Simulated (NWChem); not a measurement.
System: BeSiH3OBr; SMILES [SiH3][O][Be][Br]

The following NWChem deck was run.

```
start job
memory heap 200 mb stack 900 mb global 1100 mb
geometry units angstroms noautoz
  Be    -0.041282     0.024456     0.001853
  Br    -0.077141     1.988464     0.007308
  O     -0.014409    -1.391194    -0.006621
  Si     0.034418    -3.059213    -0.005742
  H     -0.688076    -3.587896    -1.213613
  H     -0.628486    -3.581846     1.238457
  H      1.464640    -3.521733    -0.039931
end
basis spherical
  * library def2-svp
end
dft
  xc xpbe96 cpbe96
  iterations 150
  mulliken
end
task dft energy
```

Output (shortened):

```
             Northwest Computational Chemistry Package (NWChem) 7.3.0
             --------------------------------------------------------

 C1  symmetry detected

                             Geometry "geometry" -> ""
                             -------------------------

 Output coordinates in angstroms (scale by  1.889725989 to convert to a.u.)

  No.       Tag          Charge          X              Y              Z
 ---- ---------------- ---------- -------------- -------------- --------------
    1 Be                   4.0000    -0.00573154    -0.05424594    -0.00014026
    2 Br                  35.0000     0.00080716     1.91008605     0.00023294
    3 O                    8.0000    -0.00914229    -1.47016429    -0.00487980
    4 Si                  14.0000     0.00329971    -3.13883969     0.00143222
    5 H                    1.0000    -0.65507605    -3.65517174    -1.24772678
    6 H                    1.0000    -0.74584902    -3.64356462     1.20336693
    7 H                    1.0000     1.42254310    -3.63222171     0.05575513

 Effective nuclear repulsion energy (a.u.)     221.6535948470

  pbe96 is a nonlocal functional; adding pw91lda local functional.

                                 NWChem DFT Module
                                 -----------------

 Summary of "ao basis" -> "ao basis" (spherical)
 ------------------------------------------------------------------------------
       Tag                 Description            Shells   Functions and Types
 ---------------- ------------------------------  ------  ---------------------
 Be                         def2-svp                 5        9   3s2p
 Br                         def2-svp                12       32   5s4p3d
 O                          def2-svp                 6       14   3s2p1d
 Si                         def2-svp                 8       18   4s3p1d
 H                          def2-svp                 3        5   2s1p

            General Information
            -------------------
          SCF calculation type: DFT
          Wavefunction type:  closed shell.
          No. of atoms     :     7
          No. of electrons :    64
           Alpha electrons :    32
            Beta electrons :    32
          Charge           :     0
          Spin multiplicity:     1
          Use of symmetry is: off; symmetry adaption is: off
          Maximum number of iterations: 150
          AO basis - number of functions:    88
                     number of shells:    40
          Convergence on energy requested:  1.00D-06
          Convergence on density requested:  1.00D-05
          Convergence on gradient requested:  5.00D-04

              XC Information
              --------------
          PerdewBurkeErnzerhof Exchange Functional  1.000
            Perdew 1991 LDA Correlation Functional  1.000 local
           PerdewBurkeErnz. Correlation Functional  1.000 non-local

             Grid Information
             ----------------
          Grid used for XC integration:  medium
          Radial quadrature: Mura-Knowles
          Angular quadrature: Lebedev.
          Tag              B.-S. Rad. Rad. Pts. Rad. Cut. Ang. Pts.
          ---              ---------- --------- --------- ---------
          Be                  1.05       49          11.0       434
          Br                  1.15      112          13.0       590
          O                   0.60       49          10.0       434
          Si                  1.10       88          12.0       590
          H                   0.35       45          13.0       434
          Grid pruning is: on
          Number of quadrature shells:   433
          Spatial weights used:  Erf1

      Superposition of Atomic Density Guess
      -------------------------------------

 Sum of atomic energies:       -2951.56707062

      Non-variational initial energy
      ------------------------------

 Total energy =   -2952.526493
 1-e energy   =   -4546.851484
 2-e energy   =    1372.671396
 HOMO         =      -0.397640
 LUMO         =      -0.029395

     ---------------------------------------------
      Total Density - Mulliken Population Analysis
     ---------------------------------------------

    Atom       Charge   Shell Charges
 -----------   ------   -------------------------------------------------------
    1 Be   4     3.06   1.99  0.39  0.05  0.57  0.06
    2 Br  35    35.35   2.00  2.00  2.00  1.36  0.56  6.00  5.99  2.39  3.05  8.23  1.73  0.05
    3 O    8     9.09   1.99  1.11  0.64  3.21  2.13  0.00
    4 Si  14    13.20   2.00  1.99  0.96  0.24  5.93  1.01  0.88  0.18
    5 H    1     1.10   0.70  0.39  0.01
    6 H    1     1.10   0.70  0.39  0.01
    7 H    1     1.10   0.70  0.39  0.01

   convergence    iter        energy       DeltaE   RMS-Dens  Diis-err
 ---------------- ----- ----------------- --------- --------- ---------
 d= 0,ls=0.0,diis     1  -2954.3465885337 -3.18D+03  1.92D-02  8.94D-01
 d= 0,ls=0.0,diis     2  -2953.9715926853  3.75D-01  1.31D-02  4.60D+00
 d= 0,ls=0.0,diis     3  -2954.4386823923 -4.67D-01  3.42D-03  9.44D-02
 d= 0,ls=0.0,diis     4  -2954.4465232316 -7.84D-03  1.63D-03  2.01D-02
 d= 0,ls=0.0,diis     5  -2954.4490180791 -2.49D-03  4.01D-04  9.40D-04
  Resetting Diis
 d= 0,ls=0.0,diis     6  -2954.4491720824 -1.54D-04  7.18D-05  3.59D-05
 d= 0,ls=0.0,diis     7  -2954.4491773354 -5.25D-06  3.09D-05  1.30D-06
 d= 0,ls=0.0,diis     8  -2954.4491768408  4.95D-07  1.73D-05  5.87D-06
 d= 0,ls=0.0,diis     9  -2954.4491775390 -6.98D-07  4.11D-06  1.57D-07

         Total DFT energy =    -2954.449177539032
      One electron energy =    -4549.646306159008
           Coulomb energy =     1497.747632421636
    Exchange-Corr. energy =     -124.204098648661
 Nuclear repulsion energy =      221.653594847002

 Numeric. integr. density =       64.000013596931

                       DFT Final Molecular Orbital Analysis
                       ------------------------------------

 Vector   30  Occ=2.000000D+00  E=-2.855597D-01
              MO Center=  9.5D-02, -1.7D+00,  2.4D-01, r^2= 6.0D+00
   Bfn.  Coefficient  Atom+Function         Bfn.  Coefficient  Atom+Function
  ----- ------------  ---------------      ----- ------------  ---------------
    45      0.287625  3 O  px                79      0.248786  6 H  s
    84     -0.234503  7 H  s                 48      0.208186  3 O  px
    21      0.202066  2 Br px                24      0.201932  2 Br px
    80      0.173135  6 H  s                 47     -0.171657  3 O  pz
    85     -0.163186  7 H  s                 63     -0.156368  4 Si px

 Vector   31  Occ=2.000000D+00  E=-2.646614D-01
              MO Center= -1.1D-02,  8.5D-01, -5.5D-02, r^2= 4.9D+00
   Bfn.  Coefficient  Atom+Function         Bfn.  Coefficient  Atom+Function
  ----- ------------  ---------------      ----- ------------  ---------------
    26      0.427776  2 Br pz                23      0.372627  2 Br pz
    24      0.313565  2 Br px                21      0.273141  2 Br px
    20     -0.249412  2 Br pz                47     -0.204013  3 O  pz
    18     -0.182822  2 Br px                50     -0.169124  3 O  pz
    45     -0.149593  3 O  px                74     -0.130258  5 H  s

 Vector   32  Occ=2.000000D+00  E=-2.646483D-01
              MO Center=  1.1D-02,  8.5D-01,  5.5D-02, r^2= 4.9D+00
   Bfn.  Coefficient  Atom+Function         Bfn.  Coefficient  Atom+Function
  ----- ------------  ---------------      ----- ------------  ---------------
    24      0.427553  2 Br px                21      0.372405  2 Br px
    26     -0.313448  2 Br pz                23     -0.273017  2 Br pz
    18     -0.249265  2 Br px                45     -0.204398  3 O  px
    20      0.182741  2 Br pz                48     -0.169422  3 O  px
    47      0.149788  3 O  pz                50      0.124160  3 O  pz

 Vector   33  Occ=0.000000D+00  E=-4.026680D-02
              MO Center= -4.3D-03, -8.4D-01,  1.1D-02, r^2= 6.7D+00
   Bfn.  Coefficient  Atom+Function         Bfn.  Coefficient  Atom+Function
  ----- ------------  ---------------      ----- ------------  ---------------
     3      0.967180  1 Be s                 44     -0.509691  3 O  s
    67      0.496626  4 Si py                14     -0.358945  2 Br s
    25      0.322641  2 Br py                13     -0.214952  2 Br s
     2      0.201862  1 Be s                 43     -0.180189  3 O  s
    22      0.163686  2 Br py                59     -0.160758  4 Si s

 Vector   34  Occ=0.000000D+00  E=-8.781515D-03
              MO Center=  1.4D-02, -1.4D-01,  1.0D-02, r^2= 4.3D+00
   Bfn.  Coefficient  Atom+Function         Bfn.  Coefficient  Atom+Function
  ----- ------------  ---------------      ----- ------------  ---------------
     7     -0.571404  1 Be px                 4      0.568209  1 Be px
    66      0.382666  4 Si px                85     -0.322162  7 H  s
    24      0.313425  2 Br px                80      0.232154  6 H  s
    48      0.192941  3 O  px                21      0.185311  2 Br px
    45      0.183484  3 O  px                 9      0.137390  1 Be pz

 Vector   35  Occ=0.000000D+00  E=-8.687746D-03
              MO Center= -2.2D-02, -1.3D-01, -1.6D-02, r^2= 4.3D+00
   Bfn.  Coefficient  Atom+Function         Bfn.  Coefficient  Atom+Function
  ----- ------------  ---------------      ----- ------------  ---------------
     9     -0.571792  1 Be pz                 6      0.568686  1 Be pz
    68      0.378784  4 Si pz                75      0.317484  5 H  s
    26      0.313581  2 Br pz                80     -0.228413  6 H  s
    50      0.193727  3 O  pz                23      0.185470  2 Br pz
    47      0.184045  3 O  pz                 7     -0.137490  1 Be px

     ---------------------------------------------
      Total Density - Mulliken Population Analysis
     ---------------------------------------------

    Atom       Charge   Shell Charges
 -----------   ------   -------------------------------------------------------
    1 Be   4     3.55   1.99  0.35 -0.00  1.06  0.17
    2 Br  35    35.18   2.00  2.00  1.99  1.47  0.46  6.00  5.97  2.38  2.90  8.18  1.75  0.08
    3 O    8     8.55   1.99  1.07  0.64  2.91  1.93  0.00
    4 Si  14    13.47   2.00  1.98  1.06  0.14  5.92  1.27  0.84  0.26
    5 H    1     1.08   0.73  0.34  0.01
    6 H    1     1.08   0.73  0.34  0.01
    7 H    1     1.08   0.73  0.34  0.01

     -------------------------------------------
      Total Density - Lowdin Population Analysis
     -------------------------------------------

    Atom       Charge   Shell Charges
 -----------   ------   -------------------------------------------------------
    1 Be   4     3.87   1.96  0.36  0.12  0.96  0.46
    2 Br  35    34.97   2.00  2.00  1.96  1.12  0.67  5.99  5.81  2.47  2.94  7.83  2.04  0.15
    3 O    8     8.37   1.97  0.90  0.60  2.76  2.13  0.00
    4 Si  14    13.51   2.00  1.93  0.66  0.34  5.81  1.27  1.10  0.41
    5 H    1     1.09   0.64  0.43  0.02
    6 H    1     1.09   0.64  0.43  0.02
    7 H    1     1.09   0.64  0.43  0.02

     Multipole analysis of the density
     ---------------------------------

     L   x y z        total         alpha         beta         nuclear
     -   - - -        -----         -----         ----         -------
     0   0 0 0     -0.000000    -32.000000    -32.000000     64.000000

     1   1 0 0      0.000978      0.000489      0.000489     -0.000000
     1   0 1 0     -0.473336     -0.236668     -0.236668      0.000000
     1   0 0 1      0.002946      0.001473      0.001473     -0.000000

     2   2 0 0    -32.409274    -21.579124    -21.579124     10.748973
     2   1 1 0     -0.012777      0.060210      0.060210     -0.133198
     2   1 0 1      0.000639      0.001082      0.001082     -0.001525
     2   0 2 0    -32.682086   -592.637836   -592.637836   1152.593585
     2   0 1 1     -0.007286      0.025543      0.025543     -0.058371
     2   0 0 2    -32.407944    -21.575288    -21.575288     10.742633
```

Level: PBE/def2-SVP. All runs use the structure optimised with PBE-D3(BJ)/def2-SVP.
